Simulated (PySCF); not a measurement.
# Adding and removing an electron: ZnN

PBE; PySCF, no relativity, basis sets Zn 6-31G(d,p), N 6-31G(d,p). Neutral (UKS): quartet (σ ↑, π ↑↑), Re = 1.917 Å, ωe = 483 cm⁻¹, De = 1.20 eV, HOMO -4.69 eV, LUMO -3.97 eV.

ZnN⁺ (UKS): triplet (π ↑↑), Re = 1.881 Å, ωe = 557 cm⁻¹, De = 1.99 eV to Zn⁺ + N. The energies at the minima are -1833.30769 hartree for ZnN and -1833.01357 for ZnN⁺.

**Question.** Work out the adiabatic ionisation energy, without and with harmonic zero-point energies (1 hartree = 27.2114 eV, 1 eV = 8065.5 cm⁻¹), and the change of the bond length.

**Answer.** At PBE: 0.29412 hartree = 8.003 eV between the minima; the zero-point term (557.0 − 483.0)/2 cm⁻¹ = +0.005 eV makes it 8.008 eV. Re changes by -3.6 pm against the neutral. The electron leaves a σ orbital, and the shorter bond of the ion fits an antibonding orbital, or a change in how ionic the bond is.

For an ion De counts to the pair picked by the measured ionisation energies or electron affinities, which need not be the lowest pair at this level. States were picked by a PBE0 search and need not be the measured ground states.
